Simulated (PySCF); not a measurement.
## Correlation energy of Tc³²⁺ (technetium, charge +32)

[Ne] 3s1, 2S determinant. Computed with PySCF 2.14 in an uncontracted even-tempered set (18 s from 4.7 bohr⁻², ratio 2.5; 11 p from 6.1 bohr⁻², ratio 2.5; 4 d from 23 bohr⁻², ratio 2.7; 4 f from 34 bohr⁻², ratio 2.7), with the spin-free X2C one-electron Hamiltonian (Gaussian nucleus). Frozen: 1s2; 9 electrons correlated; the 19 highest virtual orbitals of each spin left out.

| level | correlation energy (mhartree) |
| --- | --- |
| CCSD | -327.58 |
| (T) | -0.15 |
| CCSD(T) | -327.73 |

Diagnostics: T1 = 0.00012, D1 = 0.0005, largest double amplitude 0.003.

**Question.** Is a single reference adequate?

**Answer.** Yes, within this model without spin-orbit coupling: T1 lies below 0.03 and no double amplitude reaches 0.07.

At this charge the one-electron X2C treatment keeps the bare 1/r₁₂, with no two-electron picture change or Breit term. The effect here is smaller than on the frozen 1s shell; and a scalar Hamiltonian misses the large spin-orbit splitting of the p shells, which matters for ns² → np² pairs.
